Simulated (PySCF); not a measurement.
A ladder of Hamiltonians for Ge(26+) (germanium, charge +26)

Occupied: 1s1/2, 2s1/2, 2p1/2. Hartree-Fock calculated with PySCF 2.14 in an uncontracted even-tempered set (16 s from 2.7 bohr⁻², ratio 2.7; 12 p from 3.2 bohr⁻², ratio 2.7), Gaussian nucleus throughout. NR is non-relativistic, sf-X2C the spin-free one-electron X2C Hamiltonian, X2C adds the bare one-electron spin-orbit term, X2C-SNSO screens it by Boettger's factors, DC is four-component Dirac-Coulomb, and the Gaunt and Breit terms are added at first order (total energies over the DC spinors, levels after relaxing the spinors in that mean field). QED terms are absent. Levels marked empty are virtual spinors of this ion.

```
   level (eV)       X2C  X2C-SNSO
        1s1/2  -12851.3  -12851.6
        2s1/2   -2825.6   -2825.7
        2p1/2   -2742.0   -2740.3
2p3/2 (empty)   -2570.7   -2571.6
3s1/2 (empty)   -1130.4   -1130.5
```

**Question.** Where do the four-component calculations put these levels?

**Answer.** 1s1/2: DC -12856.4, DC+Gaunt -12842.0, DC+Breit -12842.4; 2s1/2: DC -2826.2, DC+Gaunt -2824.9, DC+Breit -2825.0; 2p1/2: DC -2740.6, DC+Gaunt -2737.9, DC+Breit -2738.3; 2p3/2 (empty): DC -2571.6, DC+Gaunt -2570.3, DC+Breit -2570.6; 3s1/2 (empty): DC -1130.6, DC+Gaunt -1130.2, DC+Breit -1130.3 (eV).

```json
{"Hamiltonian": "X2C", "E (hartree)": "-1454.8433", "E − E(DC) (hartree)": "0.1555", "CPU seconds": "0.26"}
{"Hamiltonian": "X2C-SNSO", "E (hartree)": "-1454.7176", "E − E(DC) (hartree)": "0.2811", "CPU seconds": "0.26"}
{"Hamiltonian": "DC", "E (hartree)": "-1454.9988", "E − E(DC) (hartree)": "0.0000", "CPU seconds": "8.3"}
{"Hamiltonian": "DC+Gaunt", "E (hartree)": "-1454.2847", "E − E(DC) (hartree)": "0.7140", "CPU seconds": "16"}
{"Hamiltonian": "DC+Breit", "E (hartree)": "-1454.3209", "E − E(DC) (hartree)": "0.6779", "CPU seconds": "50"}
```

Weight of the small component: 1s1/2 0.0135, 2s1/2 0.00295, 2p1/2 0.00293, 2p3/2 0.00282, 3s1/2 0.00115.

Koopmans' value for the highest occupied level at DC+Breit: 2738.3 eV, against an ionisation energy of 2737.1 ± 2.3 eV (semi-empirical (NIST evaluation); NIST Atomic Spectra Database, ionization energies); the former lacks relaxation, correlation, QED and recoil.

The whole ladder took 76 s of wall time on 1 thread of Neoverse-N1 (shared host), launched as `OMP_NUM_THREADS=1 python relrun2.py TASK.json OUT` (a driver that calls PySCF for each Hamiltonian).

Dirac-Coulomb iterations, started from the X2C spinors:

```
with_ssss True, with_gaunt False, with_breit False
light speed = 137.03599967994
init E= -1453.17473275436
cycle= 1 E= -1454.99873944766  delta_E= -1.82  |g|= 0.273  |ddm|= 0.0285
cycle= 2 E= -1454.99875490186  delta_E= -1.55e-05  |g|= 0.00107  |ddm|= 0.000734
cycle= 3 E= -1454.99875490356  delta_E= -1.7e-09  |g|= 1.62e-05  |ddm|= 1.65e-05
```
